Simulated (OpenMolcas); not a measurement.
# Re3+: moving or changing the point charges

Re3+ among 6 point charges of -1.7 e arranged as a tetragonal octahedron (D4h), 2.04 Å from the ion, with the axial distance 2.448 Å.

| Item | Value |
| --- | --- |
| Program | OpenMolcas |
| Method | SS-CASPT2, IPEA 0.25 Eh, imaginary shift 0.1 Eh (closed shells correlated: 5s 5p) |
| Basis | ANO-RCC-VTZP [8s7p5d3f2g1h] |
| Scalar Hamiltonian | DKH2, point nucleus |
| Active space | 4 electrons in 5 orbitals (5d) |
| State averaging | 2S+1 = 5 even, 5 roots; 2S+1 = 3 even, 45 roots; 2S+1 = 1 even, 50 roots |
| Spin-orbit coupling | RASSI with atomic mean-field integrals over the reference wave functions |

Runs around this geometry, states (labels of D4, the rotations of D4h). Energies in cm-1 above the lowest state or level, χT in cm3 K/mol.

```csv
R (Å),q (e),Axial / equatorial distance,Ground state,First state of that spin,First gap with spin-orbit (degeneracies),χT at 300 K,First state of another spin
2.04,-1.7,1.1,5B1,5A1 6770,"1400 (1, 1)",0.327,3E 8780
2.04,-1.36,1.2,5B1,5B2 9080,"990 (1, 1)",0.431,3E 12840
1.84,-1.7,1.2,5B1,5A1 17150,"890 (1, 1)",0.630,3E 8300
2.04,-1.7,1.2,5B1,5B2 11250,"850 (1, 1)",0.554,3E 12040
2.25,-1.7,1.2,5B1,5B2 7100,"1030 (1, 1)",0.363,3E 14010
```

Scaling the charges by -1.36 / -1.7 = 0.80 scales the first state of the same spin by 9080 / 11250 = 0.81; with fixed orbitals a first-order splitting would follow the charge.

Roots that are degenerate in the reference are averaged as groups; the widest CASPT2 spread within a group is 1400 cm-1 (the 2-fold group of multiplicity 1 near 51400 cm-1 above the lowest state of its run, R = 2.04, q = -1.36, ratio = 1.2). Shifts and gaps below about the spread of the groups concerned are not significant. This shell can be high or low spin here, a state of another spin lies low, and with metal d orbitals alone active their balance is uncertain, so the ground spin may be wrong. Point charges give a weaker field than real ligands, and real ions of this kind are as a rule low spin; the high spin found here belongs to the model. Free-ion shares, where given, are those of the reference states; single-state CASPT2 does not remix them. Spin-orbit coupling mixes the spin-free states strongly: the lowest level takes only 53 % from its leading state, 5B1 (figures for R = 2.04, q = -1.7, ratio = 1.1; the like holds for R = 2.04, q = -1.36, ratio = 1.2, R = 1.84, q = -1.7, ratio = 1.2, R = 2.04, q = -1.7, ratio = 1.2, R = 2.25, q = -1.7, ratio = 1.2). Point charges carry no covalency, so the field is a model and not that of real ligands. No measured value stands beside these numbers.
